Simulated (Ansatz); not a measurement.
`[NH2][GaH][AlH2]` and `[NH2][GaH][Br]` differ in one atom or group.

Ansatz, PBE0-D4/def2-TZVP geometries, multiplicity 1. Each molecule was computed in one conformer, which needn't be the lowest.

Scalar relativity is left out up to krypton.

```tsv
property	`[NH2][GaH][AlH2]`
size of the dipole moment (PBE/def2-TZVPP) / D	1.18
size of the dipole moment (ωB97M-V/def2-TZVPP) / D	0.95
HOMO energy (PBE0/def2-TZVPP) / eV	-6.97
LUMO energy (PBE0/def2-TZVPP) / eV	-2.01
HOMO–LUMO gap (B3LYP/def2-TZVPP) / eV	4.59
LUMO energy (B3LYP/def2-TZVPP) / eV	-2.20
```

(1) What does the change do to each property? (An estimate is asked.)

## Answers

(1) Computed: 
| property | `[NH2][GaH][Br]` | shift |
| --- | --- | --- |
| size of the dipole moment (PBE/def2-TZVPP) / D | 2.53 | 1.35 |
| size of the dipole moment (ωB97M-V/def2-TZVPP) / D | 2.55 | 1.60 |
| HOMO energy (PBE0/def2-TZVPP) / eV | -7.69 | -0.72 |
| LUMO energy (PBE0/def2-TZVPP) / eV | -0.80 | 1.21 |
| HOMO–LUMO gap (B3LYP/def2-TZVPP) / eV | 6.39 | 1.80 |
| LUMO energy (B3LYP/def2-TZVPP) / eV | -1.06 | 1.14 |

With PBE0 the HOMO falls by 0.72 eV and the LUMO rises by 1.21 eV, so the gap widens by about 1.93 eV. PBE moves the HOMO by -0.43 eV and ωB97M-V by -1.06 eV. The zero-point energy changes by -32.2 kJ/mol with -6 modes. Dipoles are sizes alone; their direction can turn.

B3LYP here is the variant with VWN-RPA as its local correlation; programs differ in this.

Spin–orbit coupling is left out; it splits and shifts lone-pair levels of the heavy atoms by tenths of an eV.
